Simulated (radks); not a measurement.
Values are calculated unless marked as measured or tabulated.
Problem. Species: Tc4+. Configuration: [Ar] 3d10 4s2 4p5 4d3 4f1 (not the ground configuration). Level of theory: Dirac Kohn-Sham, LDA (Slater exchange, VWN5 correlation), spin-unpolarised, spherical densities, point nucleus; open shells are shared between the two j in proportion to 2j + 1 (a radial shooting solver on a logarithmic mesh with Libxc functionals). Some entries of the table are withheld. Estimate them.

orbital      occ.  eigenvalue (eV)  <1/r> (bohr^-1)  <r^2> (bohr^2)
1s1/2           2        -20888.91              (1)        0.001589
2s1/2           2        -3030.194            10.19         0.02637
2p1/2           2        -2800.734            10.18         0.01985
2p3/2           4        -2682.650            9.664         0.02121
3s1/2           2        -574.1749            3.505          0.1980
3p1/2           2        -485.9107            3.409          0.1949
3p3/2           4        -466.1049            3.285          0.2050
3d3/2           4        -309.3785            3.106          0.1886
3d5/2           6        -305.5606            3.074          0.1917
4s1/2           2        -126.2531            1.335           1.202
4p1/2     1.66667         -99.4918            1.228           1.392
4p3/2     3.33333         -96.2141            1.194           1.457
4d3/2         1.2         -55.0490           0.9529           2.217
4d5/2         1.8         -54.6185           0.9454           2.248
5s1/2           0         -41.1529           0.5595           6.250
5p1/2           0         -33.8009           0.5000             (2)
5p3/2           0         -33.1605           0.4901             (3)
5d3/2           0         -22.4957           0.3876           13.22
5d5/2           0         -22.4066           0.3860           13.33
4f5/2    0.428571         -21.2007           0.4702           8.007
4f7/2    0.571429         -21.1925           0.4697           8.018
5f5/2           0         -12.3883           0.2715             (4)
5f7/2           0         -12.3837           0.2713             (5)

Solution. 
(1) 1s1/2 <1/r> (bohr^-1): 44.66
(2) 5p1/2 <r^2> (bohr^2): 7.794
(3) 5p3/2 <r^2> (bohr^2): 8.071
(4) 5f5/2 <r^2> (bohr^2): 31.85
(5) 5f7/2 <r^2> (bohr^2): 31.88
